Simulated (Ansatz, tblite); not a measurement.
Cost and result up the ladder for the cluster Ag₂Cl⁺ (the lowest singlet isomer of a short search) (3 atoms). The state is a singlet with charge 1. Geometry: PBE0-D4/def2-TZVP.

```xyz
3

Ag   -0.9064   -0.8567   -1.7182
Ag    1.0776    1.3904    1.1887
Cl   -0.1712   -0.5337    0.5295
```

Ansatz on 4 threads of Arm Neoverse V1 on a shared host; xTB runs through tblite on one thread. Times are rough, summed over both states, and most runs start from the orbitals of an earlier one. PBE-QIDH/def2-TZVP serves as the yardstick here, not as an exact answer. The other state is a quintet at its own geometry.

In the def2 sets Ag takes a core potential; there is no spin–orbit coupling. The xTB rows come from tblite. HSE06 is defined as in plane-wave codes, on full-range PBE exchange. Correlated methods freeze 5 core orbitals; core or outer-core shells of Ag are correlated, in sets that lack core-valence functions. The structure comes from a short search, and lower isomers may exist.

Run but left out: LDA (SPW92)/def2-TZVP (quintet: an occupied level 0.01 eV above an empty one).

Second-order perturbation terms are unreliable where d shells bring near-degenerate states, and here PBE-QIDH/def2-TZVP lies more than 0.4 eV from the median of the functionals without such a term.

Correlated methods converge slowly with the basis.

xTB has no spin-polarisation term.

```tsv
level	functions	quintet − singlet (eV)	difference from PBE-QIDH/def2-TZVP (eV)
HSE06-D4/def2-TZVP (with forces)	117	7.88	-0.96
GFN2-xTB	27	7.77	-1.08
PBE-D4/def2-TZVP	117	7.02	-1.83
r2SCAN-D4/def2-TZVP	117	7.22	-1.63
B97M-V/def2-TZVP	117	7.39	-1.46
HF/def2-TZVP	117	8.13	-0.72
RPA@PBE/def2-TZVP	117	7.23	-1.62
PBE-QIDH/def2-TZVP	117	8.85	0.00
GFN1-xTB	27	6.11	-2.74
```

(1) Estimate how long each takes.

Results:

(1) GFN1-xTB 0.005 s; GFN2-xTB 0.008 s; HF/def2-TZVP 2.2 s; PBE-D4/def2-TZVP 5.3 s; HSE06-D4/def2-TZVP (with forces) 6.2 s; RPA@PBE/def2-TZVP 6.4 s; PBE-QIDH/def2-TZVP 7.9 s; r2SCAN-D4/def2-TZVP 9.1 s; B97M-V/def2-TZVP 13 s. On shared hardware such times vary by a factor of up to 3.
